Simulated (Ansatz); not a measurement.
Compare A (`OCCN[SiH3]`) with its isomer B (`C[Si](C)(N)O`).

Program: Ansatz. Geometries: PBE0-D4/def2-TZVP. ΔE: electronic, gas phase. CCSD(T)/CBS is the MP2 limit (def2-TZVPP, def2-QZVPP) plus CCSD(T) − MP2 in def2-TZVPP, frozen cores. DFT in def2-TZVPP. B3LYP here is the variant with VWN-RPA as its local correlation; programs differ in this. Each species was taken in one conformer, which may not be the lowest.

A:

```xyz
14

O     0.000    1.997    1.387
C     0.692    1.650    0.202
C     0.017    0.508   -0.527
N    -0.074   -0.656    0.321
Si   -0.342   -2.248   -0.254
H    -0.838    2.397    1.140
H     0.795    2.515   -0.467
H     1.690    1.342    0.521
H     0.603    0.265   -1.422
H    -0.970    0.851   -0.885
H    -0.359   -0.416    1.259
H    -0.229   -3.168    0.907
H     0.687   -2.565   -1.282
H    -1.672   -2.473   -0.899
```

B:

Z-matrix (Å, degrees):
```
C
Si 1 1.861
H 1 1.093 2 111.1
H 1 1.093 2 110.7 3 120.1
H 1 1.093 2 111.0 3 -120.5
C 2 1.866 1 111.6 3 56.7
N 2 1.720 1 114.7 3 -63.9
O 2 1.654 1 103.5 3 177.4
H 6 1.093 2 110.3 1 58.8
H 6 1.094 2 111.5 1 -60.9
H 6 1.093 2 111.4 1 178.4
H 7 1.006 2 120.6 1 102.5
H 7 1.007 2 121.9 1 -47.6
H 8 0.959 2 115.2 1 166.2
```

Problem. Which isomer does CCSD(T)/CBS put lower? Give the gap. (Estimate.)

Solution. Computed: B, by 322.8 kJ/mol.

Problem. Give E(B) − E(A) in kJ/mol with ωB97M-V, B2PLYP, r2SCAN-D4, CCSD(T)/def2-TZVPP, HF/def2-TZVPP, B3LYP, B3LYP-D4. (Best estimate.)

Solution. The calculation gave: ωB97M-V -321.5, B2PLYP -317.3, r2SCAN-D4 -325.8, CCSD(T)/def2-TZVPP -315.3, HF/def2-TZVPP -305.4, B3LYP -309.7, B3LYP-D4 -313.4. None reverses the order clearly.

Largest T1 diagnostic: 0.010.

The D4 term adds −3.6 kJ/mol with B3LYP and −2.0 kJ/mol with PBE0; it sums over pairs of atoms, weighted by their polarisabilities, and B3LYP, whose exchange is more repulsive, gets the larger term. From PBE to PBE0 (25 % exact exchange), in def2-TZVPP and without D4, E(B) − E(A) moves by −6.2 kJ/mol.
